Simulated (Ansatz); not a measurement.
A nudged elastic band was laid between two geometries of C2H6N2Se (11 atoms, charge 0, multiplicity 1).

Computed with RHF/def2-SVP (Ansatz).

| Quantity | Value |
| --- | --- |
| movable images | 5 |
| climbing image | yes |
| spring | 5.0 eV/Å² |
| optimiser | quadratic models (default) |
| start path | through a guess of the saddle point |
| force threshold | 0.03 eV/Å |
| iteration limit | 60 |
| end points | relaxed |

Initial state:

```xyz
11
Properties=species:S:1:pos:R:3
N -0.709 1.218 0.986
C -0.715 -0.075 0.416
N 0.579 -0.710 0.385
C 0.937 -0.803 -1.013
Se -0.863 -0.261 -1.595
H -1.630 1.565 1.180
H -0.215 1.890 0.428
H -1.481 -0.672 0.905
H 1.251 -0.297 1.004
H 1.709 -0.103 -1.339
H 1.202 -1.808 -1.335
```

Final state:

```xyz
11
Properties=species:S:1:pos:R:3
N -1.003 1.283 0.718
C -0.805 -0.054 0.289
N 0.526 -0.643 0.392
C 0.959 -0.824 -0.978
Se -0.804 -0.296 -1.679
H -1.050 1.369 1.717
H -0.339 1.931 0.337
H -1.559 -0.675 0.767
H 1.159 -0.143 0.987
H 1.756 -0.155 -1.304
H 1.226 -1.850 -1.225
```

Which bonds break or form, and what moves?

No bond is made or broken. The height of N1 over the plane of its neighbours goes from -0.33 to 0.31 Å.

Give the energies along the band, and the barrier.

The forces met the threshold. The highest image is number 4 of 0 to 6, 15.6 kJ/mol above the first end and 6.7 kJ/mol above the last; the last end lies 9.0 kJ/mol above the first. A vibrational analysis at the climbing image gives one clearly imaginary mode, 557i cm⁻¹: a first-order saddle point.

```tsv
image	path coordinate (Å)	energy (kJ/mol)	height of N1 over the plane of its neighbours (Å)
0	0.00	0.0	-0.33
1	0.20	0.5	-0.32
2	0.40	2.8	-0.28
3	0.60	9.9	-0.15
4	0.80	15.6	0.05
5	1.06	10.8	0.25
6	1.31	9.0	0.31
```

What is the geometry of the highest image?


```xyz
11
Properties=species:S:1:pos:R:3:forces:R:3
N -0.870 1.260 0.812 0.00 0.03 0.02
C -0.747 -0.040 0.316 0.00 0.00 -0.01
N 0.565 -0.665 0.374 0.00 0.00 -0.01
C 0.963 -0.858 -1.004 0.00 0.01 0.01
Se -0.784 -0.261 -1.682 0.00 0.00 0.00
H -1.416 1.444 1.624 0.00 -0.02 0.00
H -0.314 2.002 0.445 0.00 -0.01 -0.01
H -1.517 -0.653 0.778 0.00 0.00 0.00
H 1.217 -0.172 0.954 0.01 0.00 0.01
H 1.783 -0.221 -1.339 0.00 0.00 0.00
H 1.185 -1.893 -1.258 0.00 0.00 0.00
```

What are the harmonic wavenumbers there?

557i, 119, 238, 415, 440, 548, 619, 670, 838, 956, 1056, 1150, 1217, 1253, 1287, 1323, 1388, 1512, 1570, 1638, 1747, 3210, 3273, 3280, 3799, 3834, 3970 cm⁻¹.

Time of the run: 110 s on 2 threads of Arm Neoverse V1, on a shared host, peak memory 0.29 GiB.
